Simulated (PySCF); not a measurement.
A structure optimised at r2SCAN-D4/def2-SVPD, used in a PySCF frequency run:

```
B
I 1 2.2486
I 1 2.2486 2 113.55
I 1 2.2486 2 113.55 3 131.72
```
Charge -1, spin multiplicity 2.

Problem. Write its SMILES, formula and point group.

Solution. I[B-](I)I, BI3, C3v

Problem. What are its rotational constants (standard atomic weights)?

Solution. 0.56052, 0.56052, 0.28137 GHz
